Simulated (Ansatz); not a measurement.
Molecule: sum formula HBOF (charge +1, singlet). It need not be the lowest isomer of its formula. 
Coordinates optimised at B3LYP-D3(BJ)/def2-TZVP (Ansatz, a program for electronic structure):
SMILES: [OH+]=BF
```xyz
4

F     -1.2127     0.2744    -0.2794
B     -0.0313    -0.0029    -0.0216
O      1.1394    -0.2201     0.3170
H      1.9559    -0.6944     0.0867
```
Charge +1, spin multiplicity 1.

Basis-set convergence of Hartree-Fock and CCSD(T) correlation energies (hartree) with Ansatz. Cores are frozen in the correlated levels unless marked. Spin-orbit coupling is left out. No relativistic terms.

```csv
basis,functions,E(HF),"E(corr, CCSD(T))",rough core time
cc-pVDZ,47,-199.35625,-0.45336,under 20 s
cc-pVTZ,104,-199.43400,-0.57748,under 20 s
cc-pVQZ,195,-199.45034,-0.62212,27 s
```

Extrapolating the two largest sets (X = 3 and 4) as X^-3: E(corr) = (64·(-0.62212) - 27·(-0.57748))/37 = -0.6547 Eh, an estimate of the basis-set limit. The largest set recovers 95.0 % of it, the smallest 69.2 %.
